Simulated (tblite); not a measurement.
Compound: C5H9O2 (doublet state).
Atom-mapped SMILES: `[CH3:1][O:2][C:3]1([CH2:4][O:5])[CH2:6][CH2:7]1` (hydrogens: H8, H9, H10 on C1; H11, H12 on C4; H13, H14 on C6; H15, H16 on C7)

Computed with GFN2-xTB (tblite), gas phase: L-BFGS steps from a force-field or distance-geometry start until the largest atomic force falls under 0.01 eV/Å.

Step 123: E = -633.7894 eV
```
atom  x, y, z in Å  |  force x, y, z in eV/Å
C1      2.0720    0.2530   -0.0570    0.773  -0.039   0.240
O2      0.8782    0.6039   -0.6507   -0.131   0.665  -1.254
C3     -0.2896    0.1508   -0.1584   -0.372  -0.539   0.049
C4     -1.3982    1.2806   -0.2632   -0.236  -0.846  -0.860
O5     -1.0548    2.2448    0.4992    0.094   0.844   1.069
C6     -0.7668   -1.2614   -0.4629   -0.036   0.305   0.004
C7     -0.4143   -0.8329    0.9354    0.068  -0.052   0.250
H8      2.1917   -0.8276   -0.0891    0.241  -0.303   0.148
H9      2.1465    0.6193    0.9622   -0.010  -0.005   0.373
H10     2.8754    0.7148   -0.6370   -0.162  -0.009  -0.057
H11    -2.3560    0.7537   -0.0509   -0.030   0.190   0.209
H12    -1.3533    1.5266   -1.3343   -0.074   0.119  -0.448
H13    -1.7884   -1.4412   -0.7472   -0.059   0.017   0.033
H14    -0.0437   -1.8736   -0.9754    0.000  -0.117  -0.101
H15     0.4779   -1.2480    1.3596    0.239  -0.113   0.220
H16    -1.1841   -0.6538    1.6583   -0.305  -0.116   0.126
```

Step 124: E = -633.8880 eV
```
atom  x, y, z in Å  |  force x, y, z in eV/Å
C1      2.0863    0.2444   -0.0427   -0.106   0.025  -0.125
O2      0.8932    0.5666   -0.7364    0.134  -0.119   0.143
C3     -0.2932    0.1429   -0.1914    0.151  -0.073  -0.094
C4     -1.3964    1.2822   -0.2838   -0.091  -0.172   0.051
O5     -1.0959    2.2479    0.5385    0.207   0.069   0.133
C6     -0.7723   -1.2658   -0.4630   -0.018   0.088  -0.053
C7     -0.3870   -0.8298    0.9319   -0.047   0.056  -0.135
H8      2.2409   -0.8408   -0.0235    0.022   0.011  -0.020
H9      2.0941    0.6241    0.9803   -0.095   0.098   0.027
H10     2.8930    0.7026   -0.6068    0.019   0.090  -0.054
H11    -2.3477    0.7801   -0.0201   -0.053  -0.138   0.001
H12    -1.4133    1.5553   -1.3482    0.066   0.194  -0.257
H13    -1.8022   -1.4224   -0.7452    0.018  -0.036   0.165
H14    -0.0734   -1.9020   -0.9964   -0.106   0.086   0.068
H15     0.5287   -1.2315    1.3369   -0.099  -0.041   0.136
H16    -1.1624   -0.6448    1.6583   -0.002  -0.138   0.014
```

**Question.** Estimate the geometry and energy of step 125. (The exact step hangs on the optimiser's Hessian estimate; all steps are aligned on step 124, rigid shifts and turns removed.)

**Answer.** E = -633.9091 eV, largest force 0.328 eV/Å
```
atom  x, y, z in Å  |  force x, y, z in eV/Å
C1      2.0822    0.2653   -0.0467   -0.154  -0.054  -0.070
O2      0.8827    0.5309   -0.7590    0.223  -0.084   0.225
C3     -0.2969    0.1236   -0.1920    0.073   0.087  -0.301
C4     -1.3945    1.2838   -0.2825    0.170  -0.022  -0.030
O5     -1.0591    2.2063    0.5843   -0.046  -0.229  -0.097
C6     -0.7932   -1.2808   -0.4558    0.008   0.122  -0.025
C7     -0.3880   -0.8391    0.9332   -0.016  -0.049  -0.104
H8      2.2550   -0.8176    0.0123    0.055   0.071  -0.034
H9      2.0781    0.6773    0.9654   -0.142   0.092  -0.031
H10     2.8839    0.7230   -0.6178   -0.002   0.068  -0.084
H11    -2.3637    0.7790   -0.0630    0.153   0.104  -0.056
H12    -1.3450    1.5993   -1.3495   -0.066   0.023   0.179
H13    -1.8243   -1.4323   -0.7328   -0.016  -0.026   0.185
H14    -0.1026   -1.9192   -0.9951   -0.077   0.055   0.056
H15     0.5342   -1.2478    1.3234   -0.191  -0.005   0.152
H16    -1.1564   -0.6426    1.6640    0.026  -0.153   0.035
```

The energy changes by -0.0211 eV. The first-order estimate −F·Δx gives -0.0350 eV and the mean of the old and new forces, exact on a quadratic surface, -0.0194 eV. The step makes an angle of 72° with the force vector and moves no atom by more than 0.081 Å.

The cost below is that of the whole relaxation. The run took 0.74 s on Arm Neoverse V2, one thread, on a shared host.
